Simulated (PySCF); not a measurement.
Hf(Cl)4(NH3) (Cl4H3HfN), SMILES [NH3]->[Hf]([Cl])([Cl])([Cl])[Cl], multiplicity 1.

The structure is a stationary point at PBE-D3(BJ)/def2-SVP. The spin state was assumed, not searched. The def2 effective core potentials stand for the cores of Hf; spin–orbit coupling is left out.

Level of theory: TDA-B3LYP/def2-SVPD (PySCF).

Vertical excitations; the highest root listed may be one member of a degenerate set. The molecule is in vacuum. State labels are in the subgroup Cs.

List the lowest excited states. (An estimate is asked for; the answer gives what the named calculation found.)


```json
[
 {"state": "S1", "symmetry": "A\"", "energy (eV)": "5.33", "λ (nm)": "233", "f": "0.000", "main pairs": "HOMO−1→LUMO+1 50 %, HOMO→LUMO 49 %"},
 {"state": "S2", "symmetry": "A\"", "energy (eV)": "5.40", "λ (nm)": "229", "f": "0.007", "main pairs": "HOMO→LUMO, HOMO−1→LUMO+1 (degenerate set)"},
 {"state": "S3", "symmetry": "A'", "energy (eV)": "5.40", "λ (nm)": "229", "f": "0.007", "main pairs": "HOMO→LUMO+1, HOMO−1→LUMO (degenerate set)"},
 {"state": "S4", "symmetry": "A\"", "energy (eV)": "5.73", "λ (nm)": "216", "f": "0.008", "main pairs": "HOMO−2→LUMO+1, HOMO−3→LUMO (degenerate set)"},
 {"state": "S5", "symmetry": "A'", "energy (eV)": "5.73", "λ (nm)": "216", "f": "0.008", "main pairs": "HOMO−2→LUMO, HOMO−3→LUMO+1 (degenerate set)"},
 {"state": "S6", "symmetry": "A'", "energy (eV)": "5.76", "λ (nm)": "215", "f": "0.049", "main pairs": "HOMO−1→LUMO 37 %, HOMO→LUMO+1 36 %, HOMO→LUMO+3 9 %, HOMO−1→LUMO+2 9 %"},
 {"state": "S7", "symmetry": "A\"", "energy (eV)": "5.85", "λ (nm)": "212", "f": "0.019", "main pairs": "HOMO−3→LUMO, HOMO−2→LUMO+1 (degenerate set)"},
 {"state": "S8", "symmetry": "A'", "energy (eV)": "5.85", "λ (nm)": "212", "f": "0.019", "main pairs": "HOMO−3→LUMO+1, HOMO−2→LUMO (degenerate set)"},
 {"state": "S9", "symmetry": "A\"", "energy (eV)": "6.05", "λ (nm)": "205", "f": "0.000", "main pairs": "HOMO→LUMO+2 47 %, HOMO−1→LUMO+3 47 %"},
 {"state": "S10", "symmetry": "A'", "energy (eV)": "6.13", "λ (nm)": "202", "f": "0.005", "main pairs": "HOMO→LUMO+3 46 %, HOMO−1→LUMO+2 46 %"},
 {"state": "T1", "symmetry": "A'", "energy (eV)": "5.08", "λ (nm)": "244", "f": "0", "main pairs": "HOMO→LUMO+1 48 %, HOMO−1→LUMO 47 %"},
 {"state": "T2", "symmetry": "A\"", "energy (eV)": "5.18", "λ (nm)": "240", "f": "0", "main pairs": "HOMO−1→LUMO+1, HOMO→LUMO (degenerate set)"},
 {"state": "T3", "symmetry": "A'", "energy (eV)": "5.18", "λ (nm)": "240", "f": "0", "main pairs": "HOMO−1→LUMO, HOMO→LUMO+1 (degenerate set)"},
 {"state": "T4", "symmetry": "A\"", "energy (eV)": "5.30", "λ (nm)": "234", "f": "0", "main pairs": "HOMO→LUMO 50 %, HOMO−1→LUMO+1 50 %"}
]
```
Triplets are in the Tamm–Dancoff approximation.
